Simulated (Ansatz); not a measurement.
Rb (SMILES [Rb]), doublet (all electrons, no relativity). Base run: PBE/STO-3G (Ansatz, a quantum-chemistry and plane-wave program).

The Ansatz input:
Ansatz 0.2 input:
```yaml
crystal:
  periodic: [false, false, false]
  atoms:
    - {symbol: Rb, position_ang: [0.00000000, 0.00000000, 0.00000000]}
basis:
  gaussian:
    orbitals: STO-3G
hamiltonian:
  xc: pbe
magnetization: {spin_polarized: true, initial_magnetization: 1}
```

The base run was repeated with changes; each row names its change, and settings that it needs were set with it.

```json
[
 {"change": "base", "basis functions": "22", "E (Eh)": "-2908.55992"},
 {"change": "basis = def2-SVP", "basis functions": "24", "E (Eh)": "-24.08184"},
 {"change": "basis = def2-SV(P)", "basis functions": "24", "E (Eh)": "-24.08184"},
 {"change": "basis = 3-21G", "basis functions": "27", "E (Eh)": "-2926.05026"},
 {"change": "basis = def2-SVPD", "basis functions": "27", "E (Eh)": "-24.08185"},
 {"change": "basis = def2-TZVPD", "basis functions": "33", "E (Eh)": "-24.08221"},
 {"change": "basis = def2-TZVP", "basis functions": "33", "E (Eh)": "-24.08221"},
 {"change": "basis = def2-TZVPP", "basis functions": "40", "E (Eh)": "-24.08221"},
 {"change": "basis = def2-QZVP", "basis functions": "49", "E (Eh)": "-24.08256"},
 {"change": "basis = def2-QZVPP", "basis functions": "63", "E (Eh)": "-24.08256"}
]
```

Totals compare only among sets that treat the same electrons; sets with core potentials leave the core out.
